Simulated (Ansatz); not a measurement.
The cluster Hf₂N₂. Total charge 0; singlet. Geometry r2SCAN-D4/def2-TZVP.

```tsv
atom	x (Å)	y (Å)	z (Å)
Hf1	-0.9499	0.4121	-0.9296
Hf2	0.9500	-0.4107	0.9301
N3	-0.9609	-0.2309	0.8794
N4	0.9607	0.2295	-0.8799
```

In the def2 sets Hf takes a core potential; there is no spin–orbit coupling. LC-ωPBE has ω = 0.4 bohr⁻¹. B3LYP takes the VWN-RPA correlation. The restricted singlet is unstable towards broken spin symmetry at other levels; at PBE-D4/def2-SVP, r2SCAN-D4/def2-TZVPD, B3LYP-D4/def2-TZVP, PBE0-D4/def2-SVP and others this wasn't settled. The geometry of the singlet was relaxed on an unsound state (restricted singlet, unstable towards broken spin symmetry). At PBE0-D4/def2-TZVP a triplet of charge 0 lies 0.24 eV below the restricted singlet, each at its own geometry. The structure comes from a short search, and lower isomers may exist.

Estimate the orbital energies around the gap (eV) in Ansatz with PBE-D4/def2-SVP, r2SCAN-D4/def2-TZVPD, B3LYP-D4/def2-TZVP, PBE0-D4/def2-SVP, LC-ωPBE/def2-TZVP.


```tsv
orbital	PBE-D4/def2-SVP	r2SCAN-D4/def2-TZVPD	B3LYP-D4/def2-TZVP	PBE0-D4/def2-SVP	LC-ωPBE/def2-TZVP
HOMO−9	-32.58	-33.73	-34.80	-35.25	-38.41
HOMO−8	-16.13	-17.33	-18.19	-18.42	-21.49
HOMO−7	-16.08	-17.32	-18.17	-18.40	-21.42
HOMO−6	-7.04	-7.19	-7.94	-8.21	-10.75
HOMO−5	-7.00	-7.18	-7.89	-8.19	-10.63
HOMO−4	-6.72	-6.95	-7.60	-7.85	-10.49
HOMO−3	-6.32	-6.58	-7.34	-7.60	-10.15
HOMO−2	-6.09	-6.23	-6.86	-7.09	-9.47
HOMO−1	-5.70	-5.90	-6.56	-6.75	-9.11
HOMO	-3.81	-3.90	-4.30	-4.29	-5.67
LUMO	-3.14	-3.20	-2.95	-2.72	-1.47
LUMO+1	-1.78	-1.81	-1.41	-1.21	0.57
LUMO+2	-1.75	-1.79	-1.32	-1.11	0.72
LUMO+3	-1.70	-1.61	-1.16	-0.96	1.17
LUMO+4	-1.68	-1.50	-1.06	-0.84	1.29
LUMO+5	-1.57	-1.43	-1.03	-0.82	1.37
```
